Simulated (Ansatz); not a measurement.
Frontier orbitals of C$_{4}$H$_{6}$AlClO$_{2}$ (`[CH3][Al-]1([Cl])[O]C=CC=[O+]1`).

Cartesian coordinates in Å:
```
C -1.822 -1.779 -0.202
Al -0.299 -0.873 0.572
Cl 0.590 -1.617 2.350
O 1.069 -0.623 -0.625
C 1.668 0.474 -0.834
C 1.304 1.707 -0.308
C 0.176 1.852 0.489
O -0.597 0.916 0.853
H -2.661 -1.812 0.500
H -2.174 -1.287 -1.113
H -1.579 -2.814 -0.458
H 2.533 0.422 -1.501
H 1.890 2.580 -0.557
H -0.099 2.854 0.833
```

The species carries charge 0 and has multiplicity 1. All single points use the PBE0-D4/def2-TZVP geometry. Basis def2-TZVPP, Ansatz.

A caution on the coupled-cluster cation, which keeps the state that its UHF reference found: spin contamination of the cation.

```csv
functional,HOMO (eV),LUMO (eV),gap (eV)
PBE,-6.62,-3.51,3.11
PBE0,-7.83,-2.63,5.20
B3LYP,-7.61,-2.85,4.76
LC-ωPBE,-10.42,-0.43,9.99
ωB97M-V,-9.97,-0.50,9.47
```

What is the vertical ionisation energy at frozen-core CCSD(T)/CBS(def2)? (An estimate is asked.)

Computed: 10.09 eV (T1 of the cation 0.029).

Against PBE, PBE0 changes HOMO and LUMO by −1.21 and +0.88 eV, ωB97M-V by −3.35 and +3.01 eV. A gap of 3.11 eV thus becomes 9.47 eV for the same molecule, so an orbital gap means little without its functional. −ε(HOMO) differs from that ionisation energy by −3.46 eV with PBE and −0.11 eV with ωB97M-V.

B3LYP here is the variant with VWN-RPA as its local correlation; programs differ in this. LC-ωPBE has ω = 0.4 bohr⁻¹.
